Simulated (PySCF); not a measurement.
System: C₂H₈ClSi₂, net charge -1, singlet state. It need not be the lowest isomer of its formula. Whether it binds its extra electron was not tested at this geometry. 
Geometry from a B3LYP-D3(BJ)/def2-TZVP (Ansatz) optimisation:
```xyz
13

C     -0.1014    -2.2403     0.3997
Si     0.5948    -0.8572    -0.7099
C      2.2957    -0.4115     0.0258
Si    -0.7541     1.0834    -0.9730
Cl    -0.9980     1.3229     1.2805
H      0.6241    -3.0393     0.5855
H     -0.3979    -1.8078     1.3581
H     -0.9926    -2.6802    -0.0540
H      0.9040    -1.5234    -2.0308
H      2.8274     0.2876    -0.6246
H      2.1486     0.0820     0.9900
H      2.9303    -1.2895     0.1804
H     -2.0129     0.2263    -1.1654
```
Charge -1, spin multiplicity 1.

Dispersion corrections to the total energy (kcal/mol) from the dftd3 and dftd4 libraries through PySCF: D3(BJ) without and D4 with the three-body term, each with the damping fitted for the functional named.

```json
[
 {"functional": "CAM-B3LYP", "D3(BJ)": "___", "D4": "-8.31"},
 {"functional": "TPSS", "D3(BJ)": "___", "D4": "-12.53"},
 {"functional": "B2PLYP", "D3(BJ)": "-7.65", "D4": "-6.58"},
 {"functional": "PW6B95", "D3(BJ)": "-5.23", "D4": "-7.45"},
 {"functional": "BHLYP", "D3(BJ)": "-12.71", "D4": "-12.21"},
 {"functional": "BP86", "D3(BJ)": "-14.91", "D4": "-13.05"},
 {"functional": "revPBE", "D3(BJ)": "-19.70", "D4": "___"}
]
```

Q: What belongs in the gaps?

A: 
- CAM-B3LYP, D3(BJ): -7.60
- TPSS, D3(BJ): -10.96
- revPBE, D4: -25.14
